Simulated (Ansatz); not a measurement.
Basis-set extrapolation for C₂H₁₀AlNSi (PBE0-D4/def2-TZVP geometry, frozen core, Ansatz 0.2.0). Multiplicity 1, RHF reference.

```tsv
	def2-TZVPP	def2-QZVPP
HF	-666.927536	-666.949903
MP2 correlation	-0.782007	-0.834205
CCSD(T) correlation	-0.879530	not run
```

Energies in hartree. Use E(X) = E(∞) + A·exp(−7.88·√X) for Hartree–Fock and E(X) = E(∞) + B·X^(−2.97) for correlation, with X = 3 and 4, and add CCSD(T) minus MP2 of the smaller set to the MP2 limit.

What is the CCSD(T) energy at the basis-set limit?

HF limit: -666.949903 + (-0.022367) × 0.13774 = -666.95298. MP2 limit: -0.834205 + (-0.052198) × 0.74074 = -0.87287. Higher-order term: -0.879530 − (-0.782007) = -0.09752. Total: -667.92337 hartree, 73.0 kcal/mol below CCSD(T)/def2-TZVPP.
